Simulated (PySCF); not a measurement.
MoF₆ (singlet state).
Bonds: Mo1–F2, Mo1–F3, Mo1–F4, Mo1–F5, Mo1–F6, Mo1–F7.

Computed with PBE0-D3(BJ)/def2-SVP geometry optimisation, gas phase, def2 core potentials past Kr (PySCF 2.14.0).

Task: How far are the bound atoms from Mo1?

Result: 6 atoms: F5 1.816 Å, F3 1.816 Å, F6 1.816 Å, F7 1.816 Å, F2 1.816 Å, F4 1.816 Å.

Task: List the angles at Mo1.

Result: 
| angle | degrees | distance of the outer atoms (Å) |
| --- | --- | --- |
| F2–Mo1–F3 | 180.0 | 3.63 |
| F4–Mo1–F5 | 180.0 | 3.63 |
| F6–Mo1–F7 | 179.9 | 3.63 |
| F3–Mo1–F7 | 90.1 | 2.57 |
| F5–Mo1–F7 | 90.0 | 2.57 |
| F2–Mo1–F5 | 90.0 | 2.57 |
| F5–Mo1–F6 | 90.0 | 2.57 |
| F3–Mo1–F6 | 90.0 | 2.57 |
| F2–Mo1–F4 | 90.0 | 2.57 |
| F3–Mo1–F5 | 90.0 | 2.57 |
| F2–Mo1–F6 | 90.0 | 2.57 |
| F4–Mo1–F7 | 90.0 | 2.57 |
| F3–Mo1–F4 | 90.0 | 2.57 |
| F4–Mo1–F6 | 90.0 | 2.57 |
| F2–Mo1–F7 | 89.9 | 2.57 |

Task: What is the shape at Mo1?

Result: Octahedral: the three widest angles are 180.0°, 180.0° and 179.9°, the others run from 89.9° to 90.1°.

Task: What are the rotational constants (commonest isotopes, rigid rotor)?

Result: A = 2017, B = 2017, C = 2016 MHz: a spherical top.

Point group: Oh (tolerance 0.08 Å). Charge 0, singlet. PBE0-D3(BJ)/def2-SVP frequencies: not computed here.
